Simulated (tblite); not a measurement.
Species: C₂H₁₀GeN₂OSi.
Z-matrix (Å and degrees, GFN2-xTB geometry), rows numbered from 1:
```
C 
C   1  1.5135
O   2  1.2185  1  121.83
N   2  1.3417  1  116.02  3  -179.42
Si  4  1.7638  2  122.41  1   179.58
N   5  1.7072  4  109.37  2    43.03
Ge  6  1.8536  5  129.16  4   -55.47
H   1  1.0863  2  109.52  3    -6.47
H   1  1.0887  2  109.62  3   113.29
H   1  1.0881  2  110.29  3  -127.14
H   4  1.0066  2  116.65  1    -1.71
H   5  1.4681  4  104.98  2   -81.85
H   5  1.4634  4  103.41  2   158.88
H   6  1.0069  5  114.68  4   148.08
H   7  1.4871  6  113.43  5   -41.79
H   7  1.4913  6  111.18  5    91.24
H   7  1.5239  6  100.58  5  -156.32
```

Calculated harmonic vibrations of the isolated species, GFN2-xTB (tblite), most abundant isotopes, no scaling. Errors from tens to a few hundred cm⁻¹ against measured bands are possible. Modes of hydrogen on germanium and silicon can be 10 to 20 % off. One conformer, not necessarily the lowest.

Harmonic wavenumbers (cm⁻¹): 38.2, 78.4, 84.5, 101.6, 147.2, 161.7, 260.7, 291.1, 328.8, 375.2, 462.9, 519.1, 531.4, 553.4, 584.0, 586.5, 610.5, 630.2, 737.7, 763.7, 765.7, 790.7, 836.7, 891.9, 960.0, 977.3, 1001.5, 1011.2, 1152.8, 1209.6, 1368.6, 1392.6, 1456.2, 1466.6, 1701.7, 1845.3, 2023.3, 2085.1, 2204.3, 2251.7, 3019.9, 3026.4, 3061.2, 3465.5, 3473.7.

A = 2175, B = 996.5, C = 715.9 MHz; mass 179.977 u (most abundant isotopes); point group C1, symmetry number 1.

**Question.** Zero-point energy?

**Answer.** ½Σν̃ = 25643 cm⁻¹ = 73.32 kcal/mol.

**Question.** Give the ideal-gas entropy at 273.15 K and 1 bar in the rigid-rotor, harmonic-oscillator model (classical rotation).

**Answer.** Translation 41.06, rotation 29.46, vibration 30.46: S = 101.0 cal/(mol K).

**Question.** And Cp and H(273.15 K) − H(0)?

**Answer.** Cp = 39.06 cal/(mol K), of which vibrations give 31.12 (their classical limit is 45 R = 89.4); H(273.15 K) − H(0) = 6.52 kcal/mol without the zero-point energy, 4.35 from vibrations.

**Question.** Blend soft modes into free rotors: weight 1/[1 + (100 cm⁻¹/ν̃)⁴] for the oscillator and the rest for a rotor with moment μB/(μ + B), μ = h/(8π²ν), B = 10⁻⁴⁴ kg m². What vibrational entropy results?

**Answer.** 27.79 cal/(mol K) in place of 30.46, which changes −T·S at 273.15 K by +0.73 kcal/mol.

**Question.** Which modes carry the vibrational entropy at 273.15 K?

**Answer.** 38.2 cm⁻¹: 5.18; 78.4 cm⁻¹: 3.76; 84.5 cm⁻¹: 3.61; 101.6 cm⁻¹: 3.25; 147.2 cm⁻¹: 2.54; 161.7 cm⁻¹: 2.37 cal/(mol K); the other 39 give 9.75 together.

Hindered rotation and anharmonicity are outside this model. Other conformers, if any are populated, would add a mixing term that is left out. The structure is chiral; the term R ln 2 for an equal mix with its mirror image is left out.
